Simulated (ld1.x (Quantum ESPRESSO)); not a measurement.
**u(r) = r·R(r): atom against pseudo-atom (Cr (Z = 24))**

Columns: radius, all-electron u(r) and pseudo u(r) of the 3p shell (level -47.04 eV) of chromium in the configuration [Ne] 3s2 3p6 3d5 4s0.75 4p0; PBE, scalar-relativistic, RRKJ scheme, ld1.x (Quantum ESPRESSO) 7.5.

```
r (bohr)  all-electron   pseudo
   0.065        0.3005  -0.0127
   0.130        0.5457  -0.0520
   0.195        0.5208  -0.1208
   0.260        0.3104  -0.2208
   0.325        0.0206  -0.3500
   0.390       -0.2757  -0.5008
   0.455       -0.5379  -0.6599
   0.520       -0.7493  -0.8109
   0.585       -0.9058  -0.9380
   0.650       -1.0106  -1.0302
   0.715       -1.0705  -1.0834
   0.780       -1.0938  -1.1010
   0.845       -1.0886  -1.0910
   0.910       -1.0621  -1.0623
   0.975       -1.0206  -1.0206
   1.040       -0.9690  -0.9690
   1.105       -0.9113  -0.9113
   1.170       -0.8504  -0.8504
   1.235       -0.7885  -0.7885
   1.300       -0.7274  -0.7274
   1.365       -0.6680  -0.6680
   1.430       -0.6112  -0.6112
   1.495       -0.5576  -0.5576
   1.560       -0.5072  -0.5072
   1.625       -0.4604  -0.4604
   1.690       -0.4171  -0.4171
```

Q: How many radial nodes do the two functions have?

A: The all-electron 3p function has n − l − 1 = 1; the pseudo-wave has 0, since the states of the same l below it are removed with the core.

Q: At about which radius was the pseudo-wave matched?

A: 0.94 bohr, where the columns begin to agree (steps of 0.07 bohr).

Q: Where does each function peak?

A: Outermost all-electron maximum near 0.78 bohr, pseudo maximum near 0.78 bohr (to the table’s step).

Q: Is the pseudo-wave norm-conserving?

A: Yes: the RRKJ scheme keeps the norm inside the radius equal to the all-electron one, which fixes the energy derivative of the logarithmic derivative at the level.
